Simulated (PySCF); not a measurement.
## Which determinant of SrLi lies lowest?

Unrestricted PBE0; basis Sr def2-SVP with ECP28, Li def2-SVP; scalar-relativistic core potentials; PySCF 2.14. Outer shells of the fragments: Sr 5s2; Li 2s1.

Followed along the bond (rough minima from three points):

```tsv
2Ms+1	unpaired	⟨S²⟩ at the start	R at minimum (Å)	Te (eV)
2	σ ↑	0.77	3.65	0.00
2	π ↑	0.89	3.08	0.67
4	σ ↑↑, π ↑	3.75	3.36	1.46
2	δ ↑	0.81	3.38	1.48
```

Solutions found at the starting distance of 2.995 Å, counted from the lowest of them; the search is not exhaustive and high or unbound solutions are not listed, so other states can lie among these:

| 2Ms+1 | unpaired | term | E (eV) | ⟨S²⟩ | ⟨Lz²⟩ | μ (D) |
| --- | --- | --- | --- | --- | --- | --- |
| 2 | σ ↑ | ²Σ⁺ | 0.00 | 0.77 | 0.00 | -0.02 |
| 2 | π ↑ | ²Π | 0.41 | 0.89 | 1.03 | -0.31 |
| 4 | σ ↑↑, π ↑ | ⁴Π | 1.29 | 3.75 | 1.02 | -0.04 |
| 2 | δ ↑ | ²Δ | 1.33 | 0.81 | 4.00 | 0.68 |
| 4 | σ ↑, π ↑↑ | ⁴Σ⁻ | 1.74 | 3.75 | 0.00 | -4.09 |
| 4 | σ ↑↑↑ | ⁴Σ⁺ | 1.87 | 3.75 | 0.00 | -3.32 |

A term symbol is given only where ⟨S²⟩ and ⟨Lz²⟩ are close to those of a pure state; real π, δ and φ orbitals otherwise mix terms. A positive dipole means Sr(−)Li(+).

Q: Compare the gap between the two lowest followed solutions at the starting distance with the gap between their minima.

A: At PBE0 the second solution (doublet, unpaired electrons π ↑) lies +0.41 eV from the first (doublet, unpaired electrons σ ↑) at 2.995 Å and +0.67 eV at the minima; the two curves relax by different amounts, since their minima lie near 3.08 and 3.65 Å.

Spin–orbit coupling is left out. Counting both spins, an empty level lies below a filled one in some of these solutions, because spin and occupation are held.
